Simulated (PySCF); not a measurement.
A run that did not reach its result, on `C1[C@H]2C([C@H](CC2)C1)=O` (driver script around PySCF, density fitting, GFN2-xTB geometry as the base; each input is a line of settings and coordinates in Å).

Command:
```bash
OMP_NUM_THREADS=1 python probes_run.py task.json out
```
Input:
```
{"job": {"kind": "nmr", "xc": "PBE0", "basis": "cc-pCVDZ", "pop": true, "scf": {"max_cycle": 76}}, "charge": 0, "multiplicity": 1}
O      0.485891    -0.000981    -2.592431
C      0.375536    -0.000754    -2.005548
C      0.102369     1.138378    -0.428791
C     -1.278989     0.799507     0.142919
C     -1.308951    -0.748416     0.139184
C      0.057540    -1.138184    -0.435897
C      1.139276    -0.798368     0.595614
C      1.168986     0.749591     0.601237
H      0.197301     2.146794    -0.822970
H     -1.405525     1.210065     1.144563
H     -2.066351     1.207377    -0.491396
H     -1.450050    -1.157999     1.139174
H     -2.112721    -1.122347    -0.495412
H      0.111574    -2.146876    -0.836909
H      2.102566    -1.206856     0.289244
H      0.895265    -1.207672     1.575676
H      2.147790     1.122528     0.298814
H      0.940089     1.160303     1.584388
```

Output:
```
KeyError: 'Element h (Z=1) not found in basis cc-pCVDZ version 0'
```

Diagnose the run.

The basis cc-pCVDZ in the Basis Set Exchange has no functions for hydrogen, so the input was refused before any integral. The first bond of the GFN2-xTB geometry was scaled by 0.5. Choose a basis that covers all elements. The run gave no result.
